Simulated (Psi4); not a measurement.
Method: Psi4 with SAPT0/jun-cc-pVDZ, frozen core.

Psi4 input:

```
molecule {
0 1
O 0.81300380 -0.53689525 0.00233844
C -0.42261430 -0.00850092 -0.00057201
O -0.67222458 1.16192425 -0.00371521
H 1.44901832 0.19801512 0.00122688
H -1.16718324 -0.81454320 0.00072190
--
0 1
S 1.19526758 1.37985066 3.41453788
C 2.09350242 0.16809523 3.04603771
S 2.99178702 -1.04367046 2.67782196
units angstrom
symmetry c1
no_reorient
no_com
}
set basis jun-cc-pvdz
set scf_type df
set freeze_core true
energy('sapt0')
```

Part of the output:

```
    SAPT Results
  --------------------------------------------------------------------------------------------------------
    Electrostatics                 -0.91532989 [mEh]      -0.57437818 [kcal/mol]      -2.40319829 [kJ/mol]
      Elst10,r                     -0.91532989 [mEh]      -0.57437818 [kcal/mol]      -2.40319829 [kJ/mol]

    Exchange                        3.73607475 [mEh]       2.34442230 [kcal/mol]       9.80906291 [kJ/mol]
      Exch10                        3.73607475 [mEh]       2.34442230 [kcal/mol]       9.80906291 [kJ/mol]
      Exch10(S^2)                   3.73064947 [mEh]       2.34101788 [kcal/mol]       9.79481882 [kJ/mol]

    Induction                      -0.32152316 [mEh]      -0.20175883 [kcal/mol]      -0.84415895 [kJ/mol]
      Ind20,r                      -1.35319575 [mEh]      -0.84914315 [kcal/mol]      -3.55281494 [kJ/mol]
      Exch-Ind20,r                  1.18601279 [mEh]       0.74423426 [kcal/mol]       3.11387616 [kJ/mol]
      delta HF,r (2)               -0.15434021 [mEh]      -0.09684994 [kcal/mol]      -0.40522016 [kJ/mol]

    Dispersion                     -2.82949757 [mEh]      -1.77553653 [kcal/mol]      -7.42884484 [kJ/mol]
      Disp20                       -3.13954912 [mEh]      -1.97009682 [kcal/mol]      -8.24288508 [kJ/mol]
      Exch-Disp20                   0.31005155 [mEh]       0.19456029 [kcal/mol]       0.81404024 [kJ/mol]
      Disp20 (SS)                  -1.56977456 [mEh]      -0.98504841 [kcal/mol]      -4.12144254 [kJ/mol]
      Disp20 (OS)                  -1.56977456 [mEh]      -0.98504841 [kcal/mol]      -4.12144254 [kJ/mol]
      Exch-Disp20 (SS)              0.17142215 [mEh]       0.10756902 [kcal/mol]       0.45006879 [kJ/mol]
      Exch-Disp20 (OS)              0.13862940 [mEh]       0.08699126 [kcal/mol]       0.36397145 [kJ/mol]

  Total HF                          2.49922170 [mEh]       1.56828529 [kcal/mol]       6.56170567 [kJ/mol]
  Total SAPT0                      -0.33027587 [mEh]      -0.20725124 [kcal/mol]      -0.86713917 [kJ/mol]
```
